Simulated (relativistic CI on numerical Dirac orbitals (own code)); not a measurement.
## Main line and satellite in the 2p photoemission of Ni+: a two-state model

Problem. An octahedral Ni+ site (d9) has Δ = 3.5, V(eg) = 2.3, 10Dq = 1.15, 10Dq(ligand) = 1.2 and a core-hole attraction U_cd = 10.3 eV; the hopping is scaled by 0.8 in the final state. Δ is defined between configuration averages. Find the d count, the distance of the satellite and its intensity.

Working.
1. The hole has eg symmetry. Its energy is −0.6 × 10Dq in d9 and Δ − 0.6 × 10Dq(ligand) in d10L, so the gap is Δ' = 3.47 eV.
2. Ground state cos θ |d9⟩ − sin θ |d10L⟩ with tan 2θ = 2V/Δ', θ = 26.5°: weights 0.801 and 0.199, n_d = 9.199.
3. The core hole pulls d10L down by U_cd: the gap becomes Δ' − U_cd = -6.83 eV, the hopping is V' = 1.84 eV, and tan 2θ' = 2V'/(Δ' − U_cd) gives θ' = 75.8°.
4. The two final states lie W = √[(Δ' − U_cd)² + 4V'²] = 7.76 eV apart. The lower, mostly d10L, is the main line.
5. In the sudden approximation the intensities are cos²(θ' − θ) and sin²(θ' − θ), so satellite/main = tan²(49.4°) = 1.36.

Check. The full cluster calculation (with spin-orbit coupling and 2p-3d multiplets, which spread the d9 satellite) gives n_d = 9.198; in its broadened 2p3/2 spectrum, cut halfway, the centroids lie 7.75 eV apart with an area ratio of 1.34.
